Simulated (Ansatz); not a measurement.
Harmonic frequencies (cm⁻¹) at PBE0-D4/def2-TZVP from Ansatz: 51, 173, 276, 285, 362, 535, 614, 653, 723, 819, 912, 996, 1027, 1101, 1204, 1238, 1317, 1392, 1416, 1649, 1769, 1831, 3063, 3220, 3286, 3597, 3704.

Each molecule was computed in one conformer, which needn't be the lowest.

(1) Which molecule is it?
A. `C/C=N/C(=O)O`
B. `F[Si@H]1[GaH][C@@H]1[SiH3]`
C. `N/C=C\OC=O`
D. `C=C(O)C(=N)O`

Answers

(1) C.
